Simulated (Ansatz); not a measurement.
Harmonic frequencies (cm⁻¹) at PBE0-D4/def2-TZVP from Ansatz: 64, 179, 335, 424, 682, 724, 758, 932, 971, 1037, 1120, 1214, 1299, 1439, 1464, 2520, 2560, 2622, 3020, 3087, 3136.

Task: Which molecule is it?
A. `BBC`
B. `C=CCCl`
C. `C=C[NH][InH2]`
D. `BCB`

Result: A.
